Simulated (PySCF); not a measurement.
## Frontier levels across methods

C3H5BF2S.
Cartesian coordinates in Å at the PBE0-D3(BJ)/def2-SVP level; atoms count from 1:
```
atom  x, y, z in Å
C1     1.8347   -0.4534   -0.9502
S2     1.1641    0.9560   -0.0441
C3    -0.4654    0.4554    0.3916
B4    -1.1954   -0.8782    0.1309
F5    -0.6191   -1.9028   -0.4780
C6    -1.2436    1.3269    1.0680
F7    -0.8338    2.5312    1.4190
H8     1.2756   -0.6569   -1.8729
H9     2.8569   -0.1482   -1.2139
H10    1.8811   -1.3603   -0.3344
H11   -2.3425   -1.0214    0.4918
H12   -2.2681    1.1106    1.3821
```

Basis pcSseg-1 throughout (PySCF), one geometry. Geometry: PBE0-D3(BJ)/def2-SVP, one conformer, isolated molecule.

Q: How do the orbital energies, the gap and the dipole change with the method?

A: 
```csv
method,kind,HOMO (eV),LUMO (eV),gap (eV),μ (D),SCF cycles
KT3,GGA,-5.36,-2.34,3.02,0.77,16
B3LYP,global hybrid,-6.19,-1.73,4.45,0.96,14
PBE0,global hybrid,-6.41,-1.55,4.86,1.03,14
mPW1PW91,global hybrid,-6.44,-1.56,4.87,1.05,14
BHandHLYP,global hybrid,-7.36,-0.51,6.85,1.21,13
CAM-B3LYP,range-separated hybrid,-7.63,-0.42,7.21,1.11,13
HF,Hartree–Fock,-8.81,2.14,10.94,1.53,11
```

The HOMO spans 3.44 eV, from KT3 down to HF, and the gap runs from 3.02 eV (KT3) to 10.94 eV (HF). Over the methods KT3 (0 %), B3LYP (20 %), PBE0 (25 %), mPW1PW91 (25 %), BHandHLYP (50 %), HF (100 %), a straight line through the gap against the share of exact exchange rises by 0.80 eV for each 10 % (correlation coefficient 1.000). The dipole ranges from 0.77 D (KT3) to 1.53 D (HF). This basis has no diffuse functions.
